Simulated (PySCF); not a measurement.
# Polarisability and C₆ of Ti (titanium, neutral)

[Ar] 3d2 4s2, high-spin 3F determinant. Computed with PySCF 2.14 in x2c-TZVPPall with one added diffuse shell each of s, p, d, f type (7s6p5d3f1g, 80 functions), with the spin-free X2C one-electron Hamiltonian (Gaussian nucleus). Coupled (time-dependent) response in atomic units; α is the mean over directions.

```tsv
method	mean α (bohr³)	C₆ (like pair)	S(−4)
UHF	146.0	1690	71920
PBE	103.7	1196	5674
PBE0	108.8	1275	6337
```

S(−4) is the Cauchy moment in α(ω) = α(0) + S(−4) ω² + …

Reference α: 87 ± 10 bohr³ (recommended; Schwerdtfeger and Nagle, table of static dipole polarizabilities (2023 update)). Published C₆: 1044 (Chu and Dalgarno (2004); Tang, Norbeck and Certain (1976)).

Hartree-Fock lies above the reference because it lacks correlation, which contracts the outer shell.

α(iu) at UHF:

```csv
u (hartree),α(iu) (bohr³)
0,146.0
0.0500,110.7
0.100,78.45
0.200,38.64
0.300,22.25
0.500,10.62
0.750,6.009
1.00,4.075
1.50,2.359
2.00,1.571
3.00,0.8478
5.00,0.3609
```
